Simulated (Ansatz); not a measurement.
Relative stability

The two ends of one reaction step of BHBrF₃, singlet (PBE0-D4/def2-TZVP).

A:

B1  (-0.929, 0.105, -0.561)
F2  (-0.821, 1.205, 0.151)
F3  (-1.582, -0.925, -0.079)
F4  (-0.443, 0.064, -1.779)
H5  (1.885, 0.391, 1.491)
Br6  (1.890, -0.839, 0.778)
(Å)

B:

| atom | x (Å) | y (Å) | z (Å) |
| --- | --- | --- | --- |
| B1 | -0.2502 | -0.6652 | -0.5547 |
| F2 | -0.1606 | 1.5363 | 0.7862 |
| F3 | -1.3807 | -0.9994 | 0.0087 |
| F4 | -0.2448 | -0.0130 | -1.6867 |
| H5 | 0.6296 | 1.4238 | 1.2503 |
| Br6 | 1.4066 | -1.2825 | 0.1962 |

Ansatz 0.2.0; basis: def2-TZVPP; cores frozen in the correlated methods. Filled d shells of the heavier atoms are correlated. The def2 sets are not built for correlating such inner shells, so the correlated values are less sure here. B3LYP uses VWN-RPA correlation.

Q: Which structure is lower at CCSD(T), and by how much? (Judge from chemistry; the value comes from the calculation.)

A: Computed: A, by 17.76 kcal/mol (electronic energy, against the other). By their contacts, A is a complex of BF₃ ([F][B]([F])[F]) + HBr and B is a complex of BBrF₂ ([F][B]([F])[Br]) + HF.

All methods give the same order:

```
      method  E(B) − E(A) (kcal/mol)
       SPW92                   15.72
      PBE-D4                   15.24
     BLYP-D4                   17.39
   r2SCAN-D4                   17.06
      B97M-V                   18.51
     PBE0-D4                   16.32
    B3LYP-D4                   18.22
  r2SCAN0-D4                   17.62
    BHLYP-D4                   19.53
CAM-B3LYP-D4                   19.05
     wB97X-V                   17.17
     wB97M-V                   17.16
      B2PLYP                   18.06
    PBE-QIDH                   16.83
  RPA on PBE                   17.95
          HF                   22.48
         MP2                   16.29
        CCSD                   18.61
     CCSD(T)                   17.76
```

No T1 diagnostic of these runs exceeds 0.011.

Labels in which every atom is bracketed show which atoms are joined, not bond orders.

For scale, one of the runs: CCSD(T)/def2-TZVPP, 186 basis functions, launched by `ansatz run in.yaml --threads 4 --pin off --events-out ev --progress --plain --max-ram 9574MiB`. Time: 64 s of wall clock on 4 CPU threads of an Arm Neoverse V2; the host was shared. Peak host memory: 2.3 GiB.
